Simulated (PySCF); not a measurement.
# Trend along the chalcogens: MO anions

CCSD(T) with double-zeta basis sets in PySCF, for the lowest determinant that a PBE0 search found; no spin–orbit coupling. De refers to high-spin ground-configuration atoms (the charge goes to the atom of lower measured ionisation energy or higher electron affinity, which is not always the lowest computed limit).

```csv
M,basis,"reference, frozen orbitals",charged atom,state (unpaired electrons),Re (Å),ωe (cm⁻¹),De (eV)
S,aug-pcseg-1,"UHF, 6",S−,doublet (π ↑),1.631,843,n/a
Se,aug-pcseg-1,"UHF, 10",Se−,doublet (π ↑),1.785,687,3.37
Te,aug-cc-pVDZ-PP/aug-cc-pVDZ,"UHF, 5",Te−,doublet (π ↑),1.943,636,n/a
```

The shortest bond is that of SO⁻ (1.631 Å), the longest that of TeO⁻ (1.943 Å).

The rows differ in basis set, which adds steps of its own.

Down a group the atoms grow and get heavier, so bonds lengthen and wavenumbers fall; this series shows no clear exception.

Correlated steps freeze the inner cores (5 to 10 orbitals); shallow outer-core shells are correlated. Correlated levels converge slowly with the basis: in double zeta they bind strong bonds too weakly, by up to about 1 eV, and carry superposition errors of some tenths. These are scalar-relativistic numbers at best; spin–orbit coupling would shift them, the dissociation energy most. For an ion De counts to the pair picked by the measured ionisation energies or electron affinities, which need not be the lowest pair at this level. The CCSD T1 diagnostic is raised in SO⁻, SeO⁻, TeO⁻, a sign that a single reference may not be enough there. States were picked by a PBE0 search and need not be the measured ground states.
